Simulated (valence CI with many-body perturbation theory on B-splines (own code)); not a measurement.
## Tc11+: electric-dipole lines

Calculated by relativistic CI+MBPT: four valence electrons over a frozen Dirac-Fock core [Ar] 3d10, radial functions for each j: 11 s, 11 p, 9 d, 7 f, 5 g, 2 h, 1 i, with the one-electron correlation potential Σ1, the two-electron term Σ2, the three-electron term Σ3, Breit, model QED; selected CI, second order for the rest, scaled by the run's own slope (own B-spline code, finite nucleus).

No measured levels were compared; by estimate levels hold to about 250 cm⁻¹ or 0.2 % of their energy and the worst to 1 %, as in measured heavy ions of charge 2 to 7; those with d or f electrons hold less well.

Lines 101 to 150 of 241 in falling wavelength, among levels below 761250 cm⁻¹, chosen from the strongest by gf and those to the six lowest levels. Wavelengths and rates use the calculated energies, so an error of 700 cm⁻¹ moves a line at 27.73 nm by 0.19 % and its rate by three times that or more. Electric multipoles are in the length gauge, E1 and E2 with the static RPA response of the core. Weak lines are less certain than strong ones. Lines between different terms over intervals too small for the method are left out, as are lines whose strength nearly cancels. Where a level lies close to another of its J and parity, the split of strength between their lines is uncertain. The highest levels of a list are the least certain.

Names give the largest LS component (configuration and term), which can be under half, so a name can repeat, a term be missing and a line seem to break the LS rules; names also repeat where a configuration has a term twice. Letters in brackets count levels of one name in rising energy.

```
λ vac (nm)               Upper         Lower   A (s⁻¹)  S (a.u.) with core polarisation  S without
     27.73            4p4 3P_1  4s 4p3 5S°_2  7.99e+06                         2.52e-04   2.78e-04
     27.63  4s 4p2 4d 3P_2 [a]  4s 4p3 3P°_1  2.04e+09                         1.06e-01   1.17e-01
     27.59        4s 4p3 3S°_1  4s2 4p2 3P_0  7.47e+09                         2.32e-01   2.56e-01
     27.52     4s2 4p 4d 3F°_3  4s2 4p2 1D_2  1.32e+06                         9.49e-05   8.65e-05
     27.39     4s2 4p 4d 3D°_1  4s2 4p2 1S_0  1.24e+08                         3.77e-03   4.06e-03
     27.39  4s 4p2 4d 3D_3 [a]  4s 4p3 1D°_2  3.13e+09                         2.22e-01   2.44e-01
     27.32        4s 4p3 1P°_1  4s2 4p2 3P_2  3.14e+07                         9.47e-04   1.07e-03
     27.18            4p4 1D_2  4s 4p3 5S°_2  3.62e+07                         1.80e-03   1.98e-03
     26.88  4s 4p2 4d 3D_3 [b]  4s 4p3 1D°_2  1.86e+09                         1.25e-01   1.37e-01
     26.78  4s 4p2 4d 3P_1 [a]  4s 4p3 3P°_2  1.06e+10                         3.00e-01   3.30e-01
     26.56        4s 4p3 1P°_1  4s2 4p2 3P_1  8.97e+09                         2.49e-01   2.74e-01
     26.30  4s 4p2 4d 3P_1 [a]  4s 4p3 3P°_0  4.71e+09                         1.27e-01   1.39e-01
     26.22  4s 4p2 4d 3F_2 [a]  4s 4p3 3D°_1  1.74e+09                         7.75e-02   8.39e-02
     26.15     4s2 4p 4d 3F°_2  4s2 4p2 3P_2  2.89e+09                         1.27e-01   1.39e-01
     25.99      4s 4p2 4d 1P_1  4s 4p3 1D°_2  1.55e+10                         4.03e-01   4.42e-01
     25.92  4s 4p2 4d 3F_3 [b]  4s 4p3 1D°_2  1.42e+09                         8.53e-02   9.27e-02
     25.85     4s2 4p 4d 3P°_2  4s2 4p2 1D_2  8.73e+09                         3.73e-01   4.08e-01
     25.82     4s2 4p 4d 3P°_1  4s2 4p2 1S_0  1.25e+07                         3.19e-04   3.50e-04
     25.68  4s 4p2 4d 3P_0 [a]  4s 4p3 3P°_1  2.75e+10                         2.29e-01   2.51e-01
     25.64      4s 4p2 4d 5F_1  4s 4p3 5S°_2  6.61e+07                         1.65e-03   1.79e-03
     25.54      4s 4p2 4d 5P_3  4s 4p3 3D°_3  2.24e+09                         1.29e-01   1.40e-01
     25.51  4s 4p2 4d 3P_2 [a]  4s 4p3 3D°_3  1.93e+10                         7.89e-01   8.64e-01
     25.45     4s2 4p 4d 3F°_2  4s2 4p2 3P_1  7.02e+08                         2.86e-02   3.10e-02
     25.44  4s 4p2 4d 3P_2 [b]  4s 4p3 3S°_1  6.19e+09                         2.52e-01   2.73e-01
     25.40      4s 4p2 4d 5F_2  4s 4p3 5S°_2  5.51e+08                         2.23e-02   2.41e-02
     25.30     4s2 4p 4d 3F°_3  4s2 4p2 3P_2  4.25e+09                         2.38e-01   2.57e-01
     25.23  4s 4p2 4d 3F_3 [c]  4s 4p3 1D°_2  1.36e+09                         7.57e-02   8.22e-02
     25.20     4s2 4p 4d 3D°_1  4s2 4p2 1D_2  1.20e+09                         2.85e-02   3.12e-02
     25.12        4s 4p3 1P°_1  4s2 4p2 3P_0  1.06e+09                         2.50e-02   2.74e-02
     24.98      4s 4p2 4d 5F_3  4s 4p3 5S°_2  1.21e+09                         6.49e-02   7.02e-02
     24.96  4s 4p2 4d 3P_2 [a]  4s 4p3 3D°_2  2.15e+10                         8.26e-01   9.02e-01
     24.86  4s 4p2 4d 3P_2 [a]  4s 4p3 3D°_1  4.57e+09                         1.73e-01   1.89e-01
     24.85  4s 4p2 4d 3D_1 [a]  4s 4p3 3P°_1  3.55e+09                         8.06e-02   8.74e-02
     24.82  4s 4p2 4d 3D_3 [c]  4s 4p3 1D°_2  2.64e+09                         1.40e-01   1.54e-01
     24.67  4s 4p2 4d 3D_3 [b]  4s 4p3 3P°_2  8.98e+09                         4.66e-01   5.09e-01
     24.45     4s2 4p 4d 1D°_2  4s2 4p2 1D_2  2.75e+10                         9.92e-01   1.08e+00
     24.32  4s 4p2 4d 3D_2 [b]  4s 4p3 3P°_2  2.00e+09                         7.11e-02   7.71e-02
     24.30  4s 4p2 4d 3S_1 [b]  4s 4p3 1D°_2  3.23e+10                         6.87e-01   7.49e-01
     24.11      4s 4p2 4d 5D_1  4s 4p3 5S°_2  1.07e+09                         2.22e-02   2.41e-02
     24.05  4s 4p2 4d 3P_1 [a]  4s 4p3 3D°_2  5.90e+09                         1.22e-01   1.33e-01
     24.02      4s 4p2 4d 5D_2  4s 4p3 5S°_2  3.44e+09                         1.17e-01   1.27e-01
     23.96  4s 4p2 4d 3P_1 [a]  4s 4p3 3D°_1  2.83e+10                         5.76e-01   6.29e-01
     23.92      4s 4p2 4d 1P_1  4s 4p3 3P°_2  7.75e+09                         1.57e-01   1.71e-01
     23.91      4s 4p2 4d 3G_4  4s 4p3 3D°_3  1.64e+09                         9.99e-02   1.07e-01
     23.89     4s2 4p 4d 3P°_2  4s2 4p2 3P_2  3.16e+10                         1.06e+00   1.16e+00
     23.88      4s 4p2 4d 5D_3  4s 4p3 5S°_2  5.33e+09                         2.51e-01   2.71e-01
     23.86     4s2 4p 4d 3P°_1  4s2 4p2 1D_2  1.09e+10                         2.20e-01   2.40e-01
     23.75     4s2 4p 4d 3D°_3  4s2 4p2 1D_2  1.45e+10                         6.70e-01   7.29e-01
     23.68  4s 4p2 4d 3D_1 [b]  4s 4p3 3P°_0  6.54e+09                         1.29e-01   1.40e-01
     23.64     4s2 4p 4d 3D°_2  4s2 4p2 1D_2  3.80e+10                         1.24e+00   1.35e+00
```
